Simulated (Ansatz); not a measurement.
Potential energy curve for PH, triplet.

Levels of theory: UKS-PBE = Ansatz (a quantum-chemistry and plane-wave program) with unrestricted PBE/cc-pVTZ; UKS-B3LYP = unrestricted B3LYP/cc-pVTZ in Ansatz; FCI = full CI/cc-pVTZ, frozen core run with Ansatz.

Energies relative to the lowest point of each curve near equilibrium, in kJ/mol; the last columns give the error against full CI:

```
R / Å  UKS-PBE  UKS-B3LYP    FCI  UKS-PBE − FCI  UKS-B3LYP − FCI
-----  -------  ---------  -----  -------------  ---------------
1.07     245.3      235.7  236.9            8.3             -1.3
1.14     141.2      133.6  134.0            7.2             -0.4
1.22      65.9       60.5   60.4            5.5              0.1
1.27      36.2       32.2   32.0            4.2              0.3
1.33      13.8       11.4   11.2            2.6              0.2
1.39       2.6        1.7    1.6            1.0              0.1
1.43       0.0        0.0    0.0            0.0              0.0
1.50       2.5        4.0    4.2           -1.7             -0.2
1.51       3.4        5.2    5.4           -2.0             -0.2
1.56      10.1       12.8   13.1           -3.0             -0.3
1.66      30.3       34.9   35.1           -4.8             -0.2
1.74      50.7       56.8   56.5           -5.7              0.3
1.92     103.1      111.8  109.0           -5.8              2.9
2.11     159.3      170.2  161.7           -2.5              8.4
2.39     229.8      239.4  222.7            7.1             16.6
2.54     256.4      263.9  245.4           11.0             18.5
2.84     287.3      293.2  273.2           14.1             20.0
3.12     300.1      306.5  284.6           15.5             21.9
3.56     307.6      315.3  291.1           16.5             24.1
3.85     309.4      317.6  292.6           16.8             25.0
4.29     310.5      319.2  293.4           17.1             25.8
5.01     311.0      319.9  293.8           17.3             26.2
5.68     311.2      320.1  293.8           17.3             26.2
```

UKS-PBE is furthest from FCI at 5.68 (17.3 kJ/mol, above); its mean absolute error over the points is 8.1 kJ/mol.

UKS-B3LYP is furthest from FCI at 5.68 (26.2 kJ/mol, above); its mean absolute error over the points is 9.5 kJ/mol.

The unrestricted determinant behind UKS-PBE, UKS-B3LYP is spin-contaminated at 2.39 to 5.68 Å (<S²> up to 3.0, against 2.00 for a pure triplet).
